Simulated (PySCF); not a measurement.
FGa, SMILES [F][Ga] (connectivity only; charge and spin as stated), charge +1, multiplicity 2.

Coordinates come from a PBE0-D3(BJ)/def2-TZVPD optimisation. The spin state was assumed, not searched.

Two levels are set side by side: PBE/def2-TZVPD (PySCF) and M06-2X/def2-TZVPD (PySCF). Same geometry, gas phase. Differences are taken from unrounded values.

```csv
quantity,PBE
α-spin orbital gap (eV),5.91
β-spin orbital gap (eV),2.58
mean polarisability (bohr³),20.5
```

Q: These are the PBE values. What does M06-2X give? (Estimate from the structure and the level; the computed values follow.)

A: 
```
quantity                     M06-2X  PBE minus M06-2X
---------------------------  ------  ----------------
α-spin orbital gap (eV)        9.93             -4.02
β-spin orbital gap (eV)        7.34             -4.76
mean polarisability (bohr³)    19.8               0.6
```

Loosely held outer electrons make PBE densities more polarisable. Differences between two approximate levels are no errors against the true value.

Rough cost on one machine, each run with all the roots and properties that it gave: M06-2X against PBE within a factor of 2.
